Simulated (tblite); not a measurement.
C6H9NO.
Atom-mapped SMILES: `[CH3:1][N:2]([CH3:3])[c:4]1[cH:5][cH:6][cH:7][o:8]1` (hydrogens: H9, H10, H11 on C1; H12, H13, H14 on C3; H15 on C5; H16 on C6; H17 on C7)

Computed with GFN2-xTB (tblite), gas phase: nudged elastic band of 9 images (0 to 8), spring 0.2 eV/Å², climbing image at the end, force threshold 0.05 eV/Å. No saddle search or frequency run followed, so the top image need not be a first-order saddle, and its height can exceed the method's true barrier by a kcal/mol or more.

The band describes a rotation about C4–N2 (aromatic carbon bearing nitrogen, aniline-type nitrogen), followed by the dihedral O8–C4–N2–C3, from the optimised start (24°) to a second optimised geometry at -160°.

Problem. Give the energy profile along the converged band.

Solution. 
```
image  dihedral (°)  E (eV)  C4–N2 (Å)  O8···C3 (Å)  largest true force (eV/Å)
    0            24   0.000      1.380         2.73                       0.01
    1            47   0.031      1.382         2.84                       0.05
    2            71   0.121      1.390         3.01                       0.06
    3            94   0.215      1.400         3.20                       0.05
    4           116   0.246      1.405         3.38                       0.04
    5           138   0.199      1.400         3.52                       0.06
    6           159   0.106      1.391         3.60                       0.06
    7           180   0.032      1.385         3.63                       0.05
    8          -160   0.002      1.380         3.61                       0.01
```

Barriers of this band. The top is image 4 at 116°: 0.25 eV in either direction, as the ends lie within 0.002 eV of each other. The central bond is 0.025 Å longer at the top than at the start.

Problem. What rate follows at 250 K for crossing this barrier forward?

Solution. Taking the electronic barrier for the free energy of activation (no zero-point or entropy terms, transmission 1), rate = (kT/h)·exp(−ΔE/kT) ≈ 6 × 10^7 s⁻¹, whose inverse is 2 × 10^-8 s. An error of 1 kcal/mol in the barrier changes this by a factor of 7, and the method and the loose band can each miss by that much or more.

Problem. How long is the path, and how are the images spaced?

Solution. Cartesian distances between aligned neighbours (all atoms, Å): 1.08, 1.06, 1.05, 1.05, 1.06, 1.06, 1.09, 1.17; the sum is 8.62 Å, and the top lies 49 % of the way along.

The cost below is that of the whole band run. On an Intel Xeon Platinum 8488C with one thread, shared host with 192 logical CPUs at a one-minute load of 39, this took 2.2 s and 0.18 GiB of memory at its peak.
